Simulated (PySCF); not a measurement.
Can point charges reproduce the dipole moment of `N#CCCC(=S)OCC#N`?

Coordinates (GFN2-xTB, Å) and charges (e) from the PBE0/pcSseg-1 density (PySCF):

| atom | x | y | z | Mulliken | IAO | Hirshfeld | ESP-fitted |
| --- | --- | --- | --- | --- | --- | --- | --- |
| N1 | 1.397 | -0.442 | -2.527 | -0.2412 | -0.2423 | -0.2254 | -0.4596 |
| C2 | 1.794 | -0.406 | -1.456 | +0.0504 | +0.1369 | +0.0803 | +0.3609 |
| C3 | 2.253 | -0.348 | -0.091 | -0.1978 | -0.2892 | -0.0338 | -0.1870 |
| C4 | 1.102 | -0.687 | 0.876 | -0.1386 | -0.2680 | -0.0633 | -0.2293 |
| C5 | -0.052 | 0.241 | 0.619 | +0.0063 | +0.1331 | +0.1137 | +0.2774 |
| S6 | -0.105 | 1.765 | 1.187 | -0.0821 | -0.1478 | -0.1247 | -0.2240 |
| O7 | -0.964 | -0.310 | -0.171 | -0.3976 | -0.2686 | -0.0581 | -0.2168 |
| C8 | -2.078 | 0.467 | -0.586 | +0.1005 | -0.0976 | +0.0382 | +0.0554 |
| C9 | -3.125 | 0.461 | 0.418 | +0.0517 | +0.1292 | +0.0754 | +0.2809 |
| N10 | -3.930 | 0.431 | 1.227 | -0.2228 | -0.2076 | -0.1997 | -0.4014 |
| H11 | 2.620 | 0.663 | 0.109 | +0.1849 | +0.1904 | +0.0643 | +0.1087 |
| H12 | 3.073 | -1.057 | 0.043 | +0.1818 | +0.1869 | +0.0759 | +0.1505 |
| H13 | 1.451 | -0.561 | 1.901 | +0.1705 | +0.1789 | +0.0617 | +0.1185 |
| H14 | 0.773 | -1.716 | 0.720 | +0.1609 | +0.1680 | +0.0543 | +0.1381 |
| H15 | -2.446 | 0.003 | -1.506 | +0.1864 | +0.2054 | +0.0843 | +0.1397 |
| H16 | -1.770 | 1.505 | -0.775 | +0.1869 | +0.1924 | +0.0567 | +0.0881 |

**Question.** Compute μ = Σ q r for each scheme (1 e·Å = 4.803 D) and compare with the dipole of the full density.

**Answer.** The full density gives (3.19, -1.19, 0.27) D, 3.41 D in size; dipole vectors point from the negative to the positive end.

| scheme | μx | μy | μz | size (D) | share of the full size (%) | angle to the full dipole (°) |
| --- | --- | --- | --- | --- | --- | --- |
| Mulliken | 3.27 | 0.22 | 0.67 | 3.34 | 98 | 25 |
| IAO | 2.22 | -0.26 | 0.22 | 2.25 | 66 | 14 |
| Hirshfeld | 2.13 | -0.80 | 0.44 | 2.31 | 68 | 7 |
| ESP-fitted | 3.18 | -1.23 | 0.25 | 3.42 | 100 | 1 |

**Question.** Which set comes closest?

**Answer.** Length of the difference vector: ESP-fitted 0.05 D, Hirshfeld 1.14 D, IAO 1.34 D, Mulliken 1.46 D. Closest: ESP-fitted. The schemes that divide the density aren't constrained to reproduce the dipole.

**Question.** What is left for the Hirshfeld atoms' own dipoles?

**Answer.** The Hirshfeld atoms' densities add up to the full density, so μ = Σ q r + Σ (atomic dipoles). The atomic dipoles sum to (3.19, -1.19, 0.27) − (2.13, -0.80, 0.44) = (1.06, -0.39, -0.18) D, 1.14 D in size.

**Question.** With the origin at the mean of the coordinates, (0.000, 0.001, -0.001) Å, which are the largest single terms, by size, of the ESP-fitted dipole along the direction of the full one?

**Answer.** N10 +7.18, C9 -4.11, C2 +2.96, N1 -2.79, H12 +2.34 D; all 16 atoms together +3.42 D. The single terms depend on the origin, their sum doesn't.

**Question.** Give the size of the full dipole in other units.

**Answer.** 3.41 D = 1.341 au = 0.710 e·Å = 11.37 × 10⁻³⁰ C·m.

One conformer (not necessarily the lowest) at the GFN2-xTB geometry, without solvent, vibrations or thermal averaging.

The values belong to the conformer `[N:1]#[C:2][CH2:3][CH2:4][C:5](=[S:6])[O:7][CH2:8][C:9]#[N:10]`: C2–C3–C4–C5 -56°, C3–C4–C5–S6 -80°, C4–C5–O7–C8 -176°, C5–O7–C8–C9 -84°.
